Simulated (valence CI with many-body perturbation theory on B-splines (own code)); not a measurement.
# E1 transitions of Pb⁷⁷⁺

Method: configuration interaction combined with many-body perturbation theory (CI+MBPT): three valence electrons over a frozen Dirac-Fock core [He], radial functions for each j: 11 s, 11 p, 9 d, 7 f, 5 g, 2 h, 1 i, with the one-electron correlation potential Σ1 (screened to all orders), the two-electron term Σ2, the three-electron term Σ3, Breit, model QED; selected single and double excitations, second order for the rest (own B-spline code, finite nucleus).

No measured spectrum was set against this ion. As an estimate, large intervals hold to a few tenths of a per cent, small ones and those within an open d or f shell to about a per cent.

Lines 1 to 50 of 296 in falling wavelength, among levels below 17626 eV, chosen from the strongest by gf and those to the six lowest levels. Wavelengths and rates use the calculated energies. Electric multipoles are in the length gauge, E1 and E2 with the static RPA response of the core. Weak lines are less certain than strong ones. Lines between different terms over intervals too small for the method are left out, as are lines whose strength nearly cancels. The highest levels of a list are the least certain.

Levels are named by their leading jj configuration (3d3/2^4 stands for four electrons in 3d with j = 3/2), which in mixed levels can hold well under half, so a name can repeat and another be missing. Letters in brackets count levels of one name in rising energy.

| λ vac (nm) | Upper | Lower | A (s⁻¹) | log gf | Branch % |
| --- | --- | --- | --- | --- | --- |
| 5.471 | (2p1/2 2p3/2 3d5/2) J=9/2 | (2s 2p3/2 3d5/2) J=7/2 [b] | 5.37e+10 | -0.62 | 0.1 |
| 5.357 | (2s 2p1/2 2p3/2) J=3/2 [a] | (2s^2 2p3/2) J=3/2 | 1.63e+09 | -2.55 | 0.4 |
| 5.330 | (2p1/2 2p3/2 3d5/2) J=7/2 [b] | (2p1/2 2p3/2 3p3/2) J=5/2 [b] | 7.02e+10 | -0.62 | 0.0 |
| 5.326 | (2s 2p1/2 3d5/2) J=7/2 | (2s 2p1/2 3p3/2) J=5/2 | 7.53e+10 | -0.59 | 0.0 |
| 5.172 | (2s 2p3/2 3d5/2) J=7/2 [a] | (2s 2p3/2 3p3/2) J=5/2 [a] | 6.93e+10 | -0.65 | 0.0 |
| 5.171 | (2p1/2^2 3d5/2) J=5/2 | (2p1/2^2 3p3/2) J=3/2 | 1.02e+11 | -0.61 | 0.0 |
| 5.164 | (2s 2p3/2 3d5/2) J=9/2 | (2s 2p3/2 3p3/2) J=7/2 | 9.17e+10 | -0.44 | 18.6 |
| 5.132 | (2p1/2 2p3/2 3d5/2) J=7/2 [a] | (2p1/2 2p3/2 3p3/2) J=5/2 [a] | 9.39e+10 | -0.53 | 0.1 |
| 5.095 | (2s 2p1/2 3d5/2) J=5/2 [a] | (2s 2p1/2 3p3/2) J=3/2 [a] | 9.44e+10 | -0.66 | 0.0 |
| 4.984 | (2s 2p1/2 3d5/2) J=5/2 [b] | (2s 2p1/2 3p3/2) J=3/2 [b] | 8.73e+10 | -0.71 | 0.0 |
| 4.951 | (2p1/2 2p3/2 3d5/2) J=9/2 | (2p1/2 2p3/2 3p3/2) J=7/2 | 4.46e+10 | -0.79 | 0.1 |
| 4.949 | (2p1/2 2p3/2 3d5/2) J=5/2 [a] | (2p1/2 2p3/2 3p3/2) J=3/2 [a] | 7.11e+10 | -0.81 | 0.0 |
| 4.878 | (2s 2p3/2 3d5/2) J=7/2 [b] | (2s 2p3/2 3p3/2) J=5/2 [b] | 1.06e+11 | -0.52 | 0.0 |
| 4.759 | (2s 2p1/2 3p3/2) J=5/2 | (2s^2 3p3/2) J=3/2 | 8.67e+10 | -0.75 | 0.0 |
| 4.525 | (2s 2p1/2 2p3/2) J=5/2 | (2s^2 2p3/2) J=3/2 | 1.11e+10 | -1.69 | 94.2 |
| 3.799 | (2s 2p1/2^2) J=1/2 | (2s^2 2p1/2) J=1/2 | 3.41e+10 | -1.83 | 100.0 |
| 3.675 | (2p1/2^2 2p3/2) J=3/2 | (2s 2p1/2 2p3/2) J=1/2 | 1.76e+10 | -1.85 | 0.1 |
| 3.447 | (2s 2p1/2 2p3/2) J=1/2 | (2s^2 2p3/2) J=3/2 | 2.43e+10 | -2.06 | 0.1 |
| 3.433 | (2s 2p1/2 2p3/2) J=3/2 [b] | (2s^2 2p3/2) J=3/2 | 1.76e+10 | -1.91 | 0.1 |
| 2.930 | (2p1/2^2 2p3/2) J=3/2 | (2s 2p1/2 2p3/2) J=5/2 | 9.81e+10 | -1.30 | 0.4 |
| 2.663 | (2p1/2^2 2p3/2) J=3/2 | (2s 2p1/2 2p3/2) J=3/2 [a] | 2.50e+10 | -1.97 | 0.1 |
| 1.710 | (2p1/2 2p3/2 3d3/2) J=5/2 [b] | (2p1/2 2p3/2 3p1/2) J=3/2 [b] | 1.27e+12 | -0.48 | 0.0 |
| 1.700 | (2s 2p1/2 3d3/2) J=3/2 [b] | (2s 2p1/2 3p1/2) J=1/2 [b] | 1.22e+12 | -0.68 | 0.0 |
| 1.696 | (2p1/2 2p3/2 3d3/2) J=3/2 [b] | (2p1/2 2p3/2 3p1/2) J=3/2 [b] | 1.38e+12 | -0.62 | 0.0 |
| 1.691 | (2s 2p1/2 3d3/2) J=1/2 | (2s 2p1/2 3p1/2) J=1/2 [b] | 1.80e+12 | -0.81 | 0.1 |
| 1.652 | (2s 2p3/2 3d3/2) J=5/2 [a] | (2s 2p3/2 3p1/2) J=5/2 | 1.24e+12 | -0.52 | 0.0 |
| 1.651 | (2s 2p3/2 3d3/2) J=5/2 [a] | (2s 2p3/2 3p1/2) J=3/2 [a] | 1.08e+12 | -0.58 | 0.0 |
| 1.647 | (2s 2p3/2 3d3/2) J=3/2 [b] | (2s 2p3/2 3p1/2) J=1/2 | 1.22e+12 | -0.70 | 0.0 |
| 1.638 | (2s 2p3/2 3d3/2) J=5/2 [b] | (2s 2p3/2 3p1/2) J=3/2 [b] | 2.37e+12 | -0.24 | 0.1 |
| 1.636 | (2s 2p3/2 3d3/2) J=3/2 [a] | (2s 2p3/2 3p1/2) J=3/2 [a] | 1.90e+12 | -0.52 | 0.1 |
| 1.632 | (2s 2p3/2 3d3/2) J=7/2 | (2s 2p3/2 3p1/2) J=5/2 | 2.32e+12 | -0.13 | 0.1 |
| 1.631 | (2s^2 3d3/2) J=3/2 | (2s^2 3p1/2) J=1/2 | 2.30e+12 | -0.43 | 0.1 |
| 1.630 | (2p1/2 2p3/2 3d3/2) J=5/2 [a] | (2p1/2 2p3/2 3p1/2) J=3/2 [a] | 1.88e+12 | -0.35 | 0.5 |
| 1.630 | (2p1/2^2 3d3/2) J=3/2 | (2p1/2^2 3p1/2) J=1/2 | 2.36e+12 | -0.43 | 0.5 |
| 1.627 | (2p1/2 2p3/2 3p3/2) J=3/2 [a] | (2p1/2 2p3/2 3s) J=3/2 [b] | 1.56e+12 | -0.61 | 0.2 |
| 1.626 | (2s 2p1/2 3d3/2) J=3/2 [a] | (2s 2p1/2 3p1/2) J=1/2 [a] | 2.27e+12 | -0.44 | 0.3 |
| 1.622 | (2p1/2 2p3/2 3d3/2) J=7/2 | (2p1/2 2p3/2 3p1/2) J=5/2 | 2.39e+12 | -0.12 | 2.0 |
| 1.621 | (2s 2p3/2 3d3/2) J=1/2 [a] | (2s 2p3/2 3p1/2) J=3/2 [a] | 2.52e+12 | -0.70 | 0.1 |
| 1.620 | (2s 2p1/2 3d3/2) J=5/2 | (2s 2p1/2 3p1/2) J=3/2 | 2.35e+12 | -0.26 | 0.5 |
| 1.618 | (2p1/2 2p3/2 3d3/2) J=3/2 [a] | (2p1/2 2p3/2 3p1/2) J=1/2 | 1.34e+12 | -0.68 | 0.2 |
| 1.617 | (2p1/2 2p3/2 3p3/2) J=7/2 | (2p1/2 2p3/2 3s) J=5/2 | 2.34e+12 | -0.13 | 0.3 |
| 1.617 | (2s 2p3/2 3p3/2) J=3/2 [a] | (2s 2p3/2 3s) J=3/2 [a] | 2.85e+12 | -0.35 | 0.5 |
| 1.611 | (2s 2p3/2 3d3/2) J=1/2 [b] | (2s 2p3/2 3p1/2) J=1/2 | 2.11e+12 | -0.78 | 0.1 |
| 1.608 | (2s 2p1/2 3p3/2) J=3/2 [b] | (2s 2p1/2 3s) J=1/2 [b] | 1.96e+12 | -0.52 | 0.3 |
| 1.601 | (2p1/2 2p3/2 3d3/2) J=1/2 [a] | (2p1/2 2p3/2 3p1/2) J=1/2 | 2.19e+12 | -0.77 | 0.4 |
| 1.600 | (2s 2p1/2 3p3/2) J=1/2 | (2s 2p1/2 3s) J=1/2 [b] | 3.10e+12 | -0.62 | 0.3 |
| 1.598 | (2p1/2 2p3/2 3p3/2) J=5/2 [a] | (2p1/2 2p3/2 3s) J=3/2 [a] | 3.63e+12 | -0.08 | 0.5 |
| 1.595 | (2s 2p3/2 3p3/2) J=5/2 [b] | (2s 2p3/2 3s) J=3/2 [b] | 3.53e+12 | -0.09 | 0.8 |
| 1.584 | (2p1/2 2p3/2 3d3/2) J=5/2 [b] | (2p1/2 2p3/2 3p1/2) J=5/2 | 8.91e+11 | -0.70 | 0.0 |
| 1.580 | (2s 2p1/2 3d3/2) J=3/2 [b] | (2s 2p1/2 3p1/2) J=3/2 | 1.11e+12 | -0.78 | 0.0 |

Q: How does gf follow from A for the line at 3.675 nm?

A: gf = 1.4992 × (2J+1)_upper × A / σ², with σ = 2721220 cm⁻¹ and 2J+1 = 4: gf = 0.0143.
